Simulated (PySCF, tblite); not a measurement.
C₅H₁₃NSi.
Geometry (GFN2-xTB, Å), atoms numbered from 1 in this order:
```xyz
20
C5H13NSi angstrom
C     -0.2677    1.6261    0.7313
C     -0.1939    0.3005   -0.0106
Si     1.5717   -0.1282   -0.5733
N      2.5001   -0.3791    0.8566
C     -0.8956   -0.8739    0.7044
C     -1.6431   -1.1961   -0.5942
C     -1.2099    0.1587   -1.1636
H      0.1190    2.4362    0.1148
H      0.3141    1.5864    1.6507
H     -1.2983    1.8636    0.9976
H      2.0304    0.9468   -1.4733
H      1.6247   -1.4094   -1.2788
H      2.4253    0.2829    1.6122
H      3.4591   -0.6687    0.7566
H     -0.2528   -1.6591    1.0978
H     -1.5622   -0.5364    1.4984
H     -2.7166   -1.3601   -0.5058
H     -1.2019   -2.0326   -1.1326
H     -0.8049    0.1474   -2.1749
H     -2.0027    0.9059   -1.1161
```

Computed, not measured: B3LYP/def2-SVPD in PySCF (dipole) on a GFN2-xTB geometry, gas phase.

Masses are those of the commonest isotopes; rigid-rotor values at the optimised geometry. The values belong to one conformer with, in the numbering `[CH3:1][C:2]1([SiH2:3][NH2:4])[CH2:5][CH2:6][CH2:7]1`, C1–C2–Si3–N4 66°, C2–Si3–N4–H -46° and 177°, C1–C2–C5–C6 129°, C2–C5–C6–C7 -13°, C5–C6–C7–C2 13°, C1–C2–C7–C6 -130°.

(1) Give the principal moments of inertia and the rotational constants in MHz.

(2) Classify the top.

(3) What does the inertial defect say?

(4) Predict some low-J microwave lines.

Results:

(1) Ia = 154.54, Ib = 321.06, Ic = 351.42 u·Å²; 505379 MHz·u·Å²/I gives A = 3270, B = 1574, C = 1438 MHz.

(2) An asymmetric top. Ray's parameter κ = (2B − A − C)/(A − C) = -0.852; −1 is the prolate and +1 the oblate limit.

(3) Not planar: Δ = Ic − Ia − Ib = -124.19 u·Å². For a rigid frame Δ = −2 Σ m c², so Σ m c² = 62.09 u·Å² lies off the ab plane: 18.72 from hydrogen and 43.38 from heavier atoms. The atom farthest from that plane is 1.91 Å away.

(4) The dipole components are |μa| = 0.57 D, |μb| = 0.73 D, |μc| = 0.18 D. The squared components, which scale the intensities, stand as 0.61 : 1.00 : 0.06 (a : b : c). Some lines, for components of 0.1 D or more:

```csv
type,branch,"J(Ka,Kc)",MHz,lower level (cm⁻¹)
a,Q,"2(1,1) ← 2(1,2)",408,0.353
a,Q,"4(1,3) ← 4(1,4)",1358,1.040
c,Q,"3(1,3) ← 3(0,3)",1390,0.602
b,R,"2(0,2) ← 1(1,1)",4320,0.157
c,Q,"4(2,3) ← 4(1,3)",4628,1.086
b,R,"1(1,1) ← 0(0,0)",4708,0.000
c,R,"1(1,0) ← 0(0,0)",4844,0.000
c,Q,"2(2,1) ← 2(1,1)",5088,0.367
b,Q,"2(2,0) ← 2(1,1)",5096,0.367
b,Q,"2(2,1) ← 2(1,2)",5496,0.353
b,Q,"3(3,0) ← 3(2,1)",8786,0.840
a,R,"3(1,3) ← 2(1,2)",8828,0.353
a,R,"3(2,2) ← 2(2,1)",9037,0.537
a,R,"3(1,2) ← 2(1,1)",9235,0.367
b,R,"3(1,3) ← 2(0,2)",10396,0.301
b,R,"2(2,1) ← 1(1,0)",11249,0.162
a,R,"4(1,4) ← 3(1,3)",11762,0.648
c,Q,"4(4,1) ← 4(3,1)",12333,1.535
b,Q,"4(4,0) ← 4(3,1)",12333,1.535
b,Q,"4(4,1) ← 4(3,2)",12335,1.535
b,R,"3(2,2) ← 2(1,1)",14125,0.367
b,R,"3(2,1) ← 2(1,2)",14572,0.353
c,R,"4(2,2) ← 3(1,2)",17048,0.675
c,R,"4(2,3) ← 3(1,3)",17747,0.648
c,R,"4(3,2) ← 3(2,2)",20889,0.838
b,R,"4(3,1) ← 3(2,2)",20891,0.838
b,R,"4(4,0) ← 3(3,1)",24398,1.133
```

Its GFN2-xTB frequencies are all real (lowest 46 cm⁻¹). No vibrational averaging or centrifugal distortion is included, and the geometry carries the error of its method. A rigid rotor knows nothing of inversion at nitrogen or internal rotation, which can split or shift real lines. Quadrupole hyperfine structure (14N) is left out.
